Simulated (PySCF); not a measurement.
C8H7N (charge +1 and doublet state).
SMILES with atom numbers: `[N:1]#[C:2][CH2:3][C+:4]1[CH:5][C@@H:6]2[C@@H:7]3[C@H:8]1[C@H:9]23` (hydrogens: H10, H11 on C3; H12 on C5; H13 on C6; H14 on C7; H15 on C8; H16 on C9)

Geometry (GFN2-xTB, Å), atoms numbered from 1 in this order:
```
atom  x, y, z in Å
N1     3.4069    0.4012    0.9604
C2     2.7035    0.0072    0.1583
C3     1.7869   -0.5179   -0.8422
C4     0.3961   -0.3081   -0.4111
C5    -0.6075   -1.2449   -0.2327
C6    -1.7745   -0.5233    0.2091
C7    -1.7002    0.9167   -0.3329
C8    -0.2004    0.9760   -0.0439
C9    -1.2864    0.7098    1.0079
H10    1.9953    0.0460   -1.7627
H11    2.0108   -1.5751   -1.0108
H12   -0.5500   -2.3077   -0.3869
H13   -2.7200   -0.9927    0.4232
H14   -2.3707    1.4968   -0.9302
H15    0.3423    1.9077   -0.0631
H16   -1.4395    1.0172    2.0200
```

The hyperfine couplings belong to this conformer and change with its torsions.

Theory: UKS B3LYP, pcH-1 on C H N, non-relativistic, mean-field spin-orbit, GIAO (PySCF 2.14.0). One conformer (not necessarily the lowest) at the GFN2-xTB geometry, without solvent, vibrations or thermal averaging. The geometry wasn't refined by DFT: couplings that depend on bond lengths, twists or pyramidal angles can differ widely from those at the functional's own minimum, by a factor of two or more for some ions and for spin on atoms past the first row. No stability test was run, so a lower SCF solution isn't excluded.

The largest Mulliken spin populations are on C5 (+0.38), C4 (+0.36), C9 (+0.11) and C7 (+0.08).

(1) McConnell's relation a(H) = Q·ρ ties the coupling of a proton on a planar π carbon to the spin population of that carbon. What Q do the computed values give?

(2) How do the β-proton couplings of this frozen conformer go with θ, the angle between the C–H bond and the normal to the plane of the spin centre's three neighbours, both seen down the bond from centre to carbon?

Results:

(1) 
| H | C | ρ(C) | a(H) (G) | a/ρ (G) |
| --- | --- | --- | --- | --- |
| H12 | C5 | +0.376 | -10.27 | -27.3 |

One proton gives one ratio, Q = -27.3 G, and no test of linearity. In every row coupling and population have opposite signs.

(2) 
```csv
β H,on,centre,θ (°),cos²θ,a (G)
H10,C3,C4,30,0.75,+21.56
H11,C3,C4,88,0.00,+0.25
H15,C8,C4,90,0.00,-1.22
H13,C6,C5,90,0.00,-1.85
```

Fitting the Heller–McConnell form a = ρ(B0 + B2 cos²θ), with Mulliken ρ = 0.36 and 0.38, gives B0 = -2.6 G and B2 = 82.8 G; with only two distinct angles the two parameters are fixed exactly. By this fit the coupling would be 29.2 G at θ = 0° and -1.0 G at 90°.

Couplings in gauss use g_iso = 2.0027.
